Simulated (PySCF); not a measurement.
## Electron correlation in Pd(2+) (palladium, charge +2)

[Kr] 4d7 5s1, high-spin 5F determinant (an excited configuration). All numbers are calculated (PySCF 2.14, the spin-free X2C one-electron Hamiltonian (Gaussian nucleus), in ANO-RCC-VTZP (7s6p4d2f1g, 68 functions)). Frozen: [Ar] 3d10; 16 electrons correlated.

```json
{"level": "CCSD", "correlation energy (mhartree)": "-474.23"}
{"level": "(T)", "correlation energy (mhartree)": "-10.21"}
{"level": "CCSD(T)", "correlation energy (mhartree)": "-484.44"}
```

Diagnostics: T1 = 0.0066, D1 = 0.0268, largest double amplitude 0.019.

Cost of the coupled-cluster step: roughly 14 core-seconds, for 16 correlated electrons.
